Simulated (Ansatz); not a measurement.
Worked example: the barrier

An elementary step of SiNH6Cl2F, singlet (SiH₂Cl₂ ([Cl][SiH2][Cl]) + NH₃ + HF → SiNH₄Cl ([NH2][SiH2][Cl]) + HCl + HF; bonds formed: Cl2–H8, H6–F9; bonds broken: Si1–Cl2, H6–N7, H8–F9). “Start” is the structure reached by relaxing down from the saddle towards the reactants; PBE0-D4/def2-TZVP structures. The saddle:

```
11
angstrom
Si -0.2300 0.2590 -1.1953
Cl -0.1507 -2.3858 0.2838
H 1.0626 -0.3547 -1.5135
H -1.4630 -0.4407 -1.5751
Cl -0.2597 2.0857 -2.1643
H 0.5947 0.1322 1.1780
N -0.2792 0.7404 0.5455
H 0.7319 -1.6103 1.1096
F 1.3275 -0.6311 1.6955
H -0.1797 1.7453 0.6551
H -1.1542 0.4600 0.9806
```

Program: Ansatz 0.2.0. Basis: def2-TZVPP and def2-QZVPP. Cores are frozen in the correlated methods.

Energies in eV:

| quantity | saddle | start |
| --- | --- | --- |
| Hartree–Fock, triple zeta (X = 3) | -37156.93946 | -37157.69707 |
| Hartree–Fock, quadruple zeta (X = 4) | -37158.07628 | -37158.83656 |
| MP2 correlation, X = 3 | -28.24092 | -27.96880 |
| MP2 correlation, X = 4 | -30.77286 | -30.52523 |
| CCSD(T) correlation, X = 3 | -30.78411 | -30.53895 |

Q: Work out the barrier at the basis limit: extrapolate Hartree–Fock as E(X) = E∞ + A exp(−7.88 √X) and the MP2 correlation as E(X) = E∞ + B X^−2.97 (the exponents that Neese and Valeev fitted for def2-TZVPP and QZVPP), then add CCSD(T) − MP2 in triple zeta.

A: Each step is linear, so take the differences first (saddle − start): Hartree–Fock 0.75761 (X = 3) and 0.76028 (X = 4); MP2 correlation -0.27212 and -0.24763; CCSD(T) correlation -0.24516.
Two points give E∞ = E(4) + w [E(4) − E(3)], with w = 1/(exp(7.88 (2 − √3)) − 1) = 0.1377 for Hartree–Fock and w = 1/((4/3)^2.97 − 1) = 0.7407 for the correlation.
Hartree–Fock: 0.76028 + 0.1377 × 0.00267 = 0.7606 eV.
MP2 correlation: -0.24763 + 0.7407 × 0.02449 = -0.2295 eV.
CCSD(T) − MP2: -0.24516 − (-0.27212) = 0.0270 eV.
Sum: 0.7606 + (-0.2295) + 0.0270 = 0.5581 eV, or 12.87 kcal/mol. Plain CCSD(T) in triple zeta gives 0.5125 eV, so the larger basis shifts the result by 0.0456 eV.

T1 diagnostic: at most 0.010.

Labels in which every atom is bracketed show which atoms are joined, not bond orders.

For scale, one of the runs: CCSD(T)/def2-TZVPP, 272 basis functions, launched by `ansatz run in.yaml --threads 8 --pin off --events-out ev --progress --plain --max-ram 19148MiB`. Time: 2.2 min of wall clock on 8 CPU threads of an Arm Neoverse V1; the host was shared. Peak host memory: 7 GiB.
